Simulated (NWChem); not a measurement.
# CH$_{3}$FMgO; SMILES [F][Mg][O]C

```xyz
7

Mg     0.0688    -1.0146     0.0000
F      0.5045    -2.7192     0.0007
O     -0.3668     0.6917    -0.0008
C     -0.7071     2.0221    -0.0013
H     -1.3053     2.2998     0.8893
H      0.1844     2.6805    -0.0046
H     -1.3104     2.2978    -0.8891
```
Atoms are numbered in this order, from 1.

Results from NWChem. The highest occupied level is degenerate, so the cation is one component of its state. Coordinates come from a PBE0/def2-SVP optimisation. Ions are spin-unrestricted doublets at the neutral geometry. Hybrids' shares of exact exchange are those that their runs print; pure functionals count as 0. The functionals differ in more than this share.

```csv
row,share of exact exchange,ΔSCF ionisation energy minus −ε(HOMO) (eV)
PBE/def2-TZVP,0.00,3.75
B3LYP/def2-TZVP,0.20,2.77
PBE0/def2-TZVP,0.25,2.47
BHandHLYP/def2-TZVP,0.50,withheld
```

Question: Fit a straight line of the last column on the one before it, predict the withheld value, and compare with the run.

Answer: 
1. Means of the 3 shown rows: x = 0.150, y = 2.997. Slope Σ(x − x̄)(y − ȳ)/Σ(x − x̄)² = -0.1770/0.03500 = -5.057; intercept 3.755.
2. The shown rows scatter about the line by 0.020 (root mean square); the largest residual is +0.03, at B3LYP/def2-TZVP.
3. At x = 0.50 (BHandHLYP/def2-TZVP; beyond the shown range) the line gives 1.23.
4. The run gives 0.94, -0.29 from the line. The line crosses zero at a share of 0.74, outside the shown range.
